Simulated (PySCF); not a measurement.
TiClO, SMILES [O]=[Ti+][Cl], charge +1, multiplicity 1. Geometry optimised at PBE0-D3(BJ)/def2-TZVP. The spin state was assumed, not searched. The isomer is the one that the SMILES or the coordinates give; other isomers of the formula were not compared.

Computed equilibrium geometry at PBE0-D3(BJ)/def2-TZVP (PySCF confirms it by a frequency run) as a Z-matrix, and its point group:
point group Cs.
```
Ti
O 1 1.5484
Cl 1 2.1289 2 108.95
```
Charge +1, spin multiplicity 1.
